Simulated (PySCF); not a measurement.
## C6H16O2Ti: core ionisation energies

Compound: TiEt2(OMe)2, C6H16O2Ti (singlet state).
Structure used (PBE0-D3(BJ)/def2-SVP), in Å, numbered top down from 1:
```xyz
25
C6H16O2Ti angstrom
Ti    -0.0910   -0.1853    0.1806
C     -0.0716    0.2419    2.2116
C      0.1743    1.7123    2.5163
H      0.7151   -0.4082    2.6407
H     -1.0353   -0.1088    2.6254
H      0.2051    1.9245    3.6003
H      1.1340    2.0634    2.1012
H     -0.6137    2.3505    2.0849
C      1.7949    0.2710   -0.5458
C      1.9836   -0.0481   -2.0206
H      2.5023   -0.2926    0.0919
H      1.9423    1.3471   -0.3351
H      2.9959    0.1983   -2.3885
H      1.8206   -1.1191   -2.2252
H      1.2709    0.5125   -2.6479
O     -1.2356    0.9106   -0.5975
C     -2.2836    1.4841   -1.2908
H     -2.4792    0.9497   -2.2377
H     -2.0574    2.5365   -1.5361
H     -3.2118    1.4682   -0.6923
O     -0.3131   -1.9252   -0.0056
C     -0.7270   -3.2037   -0.3228
H      0.1308   -3.8267   -0.6325
H     -1.4585   -3.1978   -1.1509
H     -1.2019   -3.6917    0.5469
```

Computed, not measured: delta-SCF UKS SCAN, pcX-2 on the ionised atom (unc-x2c-TZVPall on a metal), pcseg-1 elsewhere, spin-free X2C in PySCF. Each binding energy is the total energy of the core-ionised species, with the hole localised on one atom, minus that of the ground state; both are solved self-consistently, so orbital relaxation is included.

Task: What binding energy does each computed site have?

Result: 
```tsv
atom(s)	bonded to	level	binding energy (eV)	2p1/2 (eV)	above the level's lowest (eV)	count
Ti1	2 O and 2 C	Ti 2p3/2	461.15	466.87	0.00	1
C2/C9	C, 2 H and Ti	C 1s	288.67	–	0.00	2
C3/C10	C and 3 H	C 1s	290.03	–	+1.36	2
O16/O21	C and Ti	O 1s	537.11	–	0.00	2
C17/C22	O and 3 H	C 1s	292.19	–	+3.52	2
```

Lowest listed C 1s: C2/C9, bonded to C, 2 H and Ti. Highest, 3.52 eV above it: C17/C22, bonded to O and 3 H. The widest gap between neighbouring values is 2.16 eV, between 290.03 and 292.19 eV.

Task: Give the binding energy of C 1s of C3/C10 in hartree and in kJ/mol.

Result: 290.03 eV = 10.6584 Eh = 27984 kJ/mol.

One atom of each set of topologically equivalent atoms was ionised and stands for the set; in this conformer not all members are related by symmetry, and their own values weren't computed. Spin contamination (⟨S²⟩ against 0.75 for a pure doublet) is marked for Ti 2p3/2 of Ti1 (0.92), which makes this value less certain. The 2p values add to the ΔSCF energy of one spin-free hole a correction within the shell (spin–orbit coupling, ligand field). 2p1/2 minus 2p3/2 (ligand field included): Ti 5.72 eV. Satellites of the metal's 2p lines aren't described. Isolated species at its PBE0-D3(BJ)/def2-SVP geometry, gas phase. Metal 2p energies of this one-determinant scheme are less reliable than its 1s energies.
